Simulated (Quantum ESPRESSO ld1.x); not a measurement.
The numbers below are computed, except where a source is named.
Co XV, configuration [Ne] 3s2 3p0.75 4s0.25 (fractional occupations, a model configuration). Level of theory: non-relativistic Kohn-Sham, LDA (Slater exchange, Perdew-Wang correlation), spin-polarised, spherical densities, point nucleus; open shells are filled with parallel spins first (ld1.x of Quantum ESPRESSO 7.5).

Radial electron density D(r) = 4 pi r^2 rho(r):

```
   r/bohr * D(r) (the largest magnitude, 35, reaches the edge; | marks zero)
 0.002096 |*
 0.002686 | *
 0.003414 |  *
 0.004375 |   *
 0.005562 |     *
  0.00707 |        *
  0.00906 |            *
  0.01152 |                  *
  0.01476 |                         *
  0.01876 |                                 *
  0.02404 |                                         *
  0.03057 |                                               *
  0.03917 |                                                  *
   0.0498 |                                                *
   0.0633 |                                          *
  0.08112 |                                      *
   0.1031 |                                       *
   0.1321 |                                               *
    0.168 |                                                      *
   0.2153 |                                                   *
   0.2737 |                                    *
   0.3507 |                   *
   0.4458 |          *
   0.5667 |         *
   0.7263 |      *
   0.9233 |  *
    1.183 |*
    1.504 *
    1.927 *
     2.45 *
     3.14 *
```

D(r) has 2 maxima, at r = 0.0395, 0.181 bohr, and minima at 0.0879 bohr, inside which lie 2.13 electrons.
